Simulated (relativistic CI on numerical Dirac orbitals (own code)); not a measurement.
## Transition arrays of In²⁷⁺

Computed by Dirac-Coulomb-Breit CI, orbitals from a KLI potential per configuration, a model potential for QED, valence Slater integrals scaled by 0.9, whole transition arrays (own radial code, finite nucleus).

CI space (outside the closed core [Ne] 3s2): 3p⁶3d⁴, 3p⁶3d³4f, 3p⁵3d⁵, 3p⁶3d³4p, 3p⁶3d³5f. Levels of other configurations are missing.

All E1 lines from the levels of 3p⁶3d⁴; mean and standard deviation are weighted by gf, and upper levels are sorted by their leading configuration.

```
Upper configuration  Lines    Σgf  Mean (eV)  Mean (nm)  σ (eV)  Strongest line (nm)
           3p⁶3d³4f   2825  673.1     802.16      1.546    7.61                1.534
             3p⁵3d⁵   3245  214.4     223.89      5.538   21.36                5.015
           3p⁶3d³4p   1718   31.2     652.31      1.901    7.18                1.895
           3p⁶3d³5f   2825  189.4    1049.98      1.181    8.12                1.176
```

Σgf per state of the lower configuration in bins of 0.2 nm over the central range (centre: value): 1.1: 0.87, 1.5: 3.20, 1.9: 0.15, 4.9: 0.09, 5.1: 0.22, 5.3: 0.21, 5.5: 0.09, 5.7: 0.07, 5.9: 0.05, 6.1: 0.06, 6.3: 0.10.

Task: How do configuration mixing and the scaling of the Slater integrals move the arrays?

Result: Slater scale 0.9, no configuration mixing: 3p⁶3d³4f 802.2 ± 7.6 eV (Σgf 662.2), 3p⁵3d⁵ 224.2 ± 21.4 eV (Σgf 224.8), 3p⁶3d³4p 652.5 ± 7.1 eV (Σgf 30.4), 3p⁶3d³5f 1049.8 ± 8.1 eV (Σgf 157.1); Slater scale 1: 3p⁶3d³4f 803.1 ± 8.2 eV (Σgf 677.0), 3p⁵3d⁵ 226.5 ± 22.2 eV (Σgf 215.6), 3p⁶3d³4p 652.4 ± 7.8 eV (Σgf 31.3), 3p⁶3d³5f 1050.4 ± 8.8 eV (Σgf 190.7); Slater scale 0.8: 3p⁶3d³4f 801.2 ± 7.0 eV (Σgf 669.2), 3p⁵3d⁵ 221.3 ± 20.5 eV (Σgf 213.2), 3p⁶3d³4p 652.2 ± 6.6 eV (Σgf 31.1), 3p⁶3d³5f 1049.6 ± 7.5 eV (Σgf 188.1). With mixing, levels are counted to their leading configuration, so an array can shrink or vanish into another, and the sums then hold other lines.
